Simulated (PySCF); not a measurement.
# Adding and removing an electron: NaSn

PBE0; Na x2c-SVPall, Sn x2c-SVPall; spin-free X2C with a Gaussian nucleus (PySCF 2.14). Neutral (UKS): quartet (σ ↑, π ↑↑), Re = 2.905 Å, ωe = 185 cm⁻¹, De = 1.21 eV, HOMO -4.04 eV, LUMO -2.08 eV.

NaSn⁺ (UKS): triplet (σ ↑, π ↑), Re = 3.390 Å, ωe = 108 cm⁻¹, De = 0.63 eV to Na⁺ + Sn. The energies at the minima are -6337.82232 hartree for NaSn and -6337.60884 for NaSn⁺.

(1) Work out the adiabatic ionisation energy, without and with harmonic zero-point energies (1 hartree = 27.2114 eV, 1 eV = 8065.5 cm⁻¹), and the change of the bond length.

These are scalar-relativistic numbers at best; spin–orbit coupling would shift them, the dissociation energy most. For an ion De counts to the pair picked by the measured ionisation energies or electron affinities, which need not be the lowest pair at this level. States were picked by a PBE0 search and need not be the measured ground states.

Results:

(1) At PBE0: 0.21348 hartree = 5.809 eV between the minima; the zero-point term (108.0 − 185.0)/2 cm⁻¹ = -0.005 eV makes it 5.804 eV. Re changes by +48.5 pm against the neutral. The electron leaves a π orbital, and the ion is left as a loose complex of an ion and an atom.
